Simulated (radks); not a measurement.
Sm II, 61 electrons, occupied as [Xe] 4f6 6s1. Method: Dirac Kohn-Sham, PBE, spin-unpolarised, spherical densities, finite nucleus; open shells fill j = l - 1/2 first; Fermi nuclear charge, rms radius 5.0819 fm; computed with a radial shooting solver on a logarithmic mesh with Libxc functionals.

Normalised radial functions P(r) = r R(r) (large component), r in bohr:

r	4d3/2	5s1/2	4f7/2
0.00276	0.0002	0.0865	0.0000
0.004389	0.0006	0.1162	0.0000
0.006925	0.0019	0.1437	0.0000
0.01093	0.0060	0.1538	0.0000
0.01738	0.0195	0.1169	0.0002
0.02742	0.0588	0.0044	0.0009
0.04361	0.1641	-0.1675	0.0045
0.0688	0.3818	-0.2422	0.0197
0.1094	0.6827	-0.0049	0.0760
0.1726	0.7290	0.3431	0.2311
0.2724	0.0385	0.0853	0.5344
0.4332	-1.0775	-0.5181	0.8866
0.6835	-1.2868	-0.0094	0.9892
1.087	-0.5820	0.9246	0.7618
1.715	-0.1024	0.7639	0.4393
2.728	-0.0048	0.1983	0.1889
4.303	0.0000	0.0150	0.0609
6.79	0.0000	0.0002	0.0114
10.8	0.0000	0.0000	0.0007

4d3/2: eigenvalue -137.25 eV, 1 radial node at r = 0.277 bohr, <r> = 0.665 bohr, 90 % of the charge inside 1.00 bohr. 5s1/2: eigenvalue -49.267 eV, 4 radial nodes at r = 0.0278, 0.110, 0.288, 0.686 bohr, <r> = 1.41 bohr, 90 % of the charge inside 2.04 bohr. 4f7/2 (empty): eigenvalue -8.120 eV, 0 radial nodes, <r> = 1.02 bohr, 90 % of the charge inside 1.81 bohr.
